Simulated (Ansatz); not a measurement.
Frontier orbitals of C2H8SSi2 (`[SiH3]C[SiH2]C=S`).

Charge 0, multiplicity 1. The structure was optimised at the PBE0-D4/def2-TZVP level. It is one conformer, not always the lowest. Basis def2-TZVPP, the Gaussian-basis code of Ansatz.

```csv
functional,HOMO (eV),LUMO (eV),gap (eV)
PBE,-5.29,-3.69,1.60
revPBE,-5.24,-3.61,1.63
r2SCAN,-5.49,-3.61,1.88
PBE0,-6.49,-2.76,3.73
r2SCANh,-5.94,-3.26,2.68
CAM-B3LYP,-7.81,-1.56,6.25
ωB97M-V,-8.67,-0.59,8.08
HF,-9.25,0.98,10.23
```

A quarter of exact exchange (PBE0) shifts PBE's HOMO by −1.20 eV and its LUMO by +0.93 eV; full exchange at long range (ωB97M-V) shifts them by −3.38 and +3.10 eV. The gap opens from 1.60 to 8.09 eV, since occupied levels lose self-interaction and empty ones feel all the electrons.
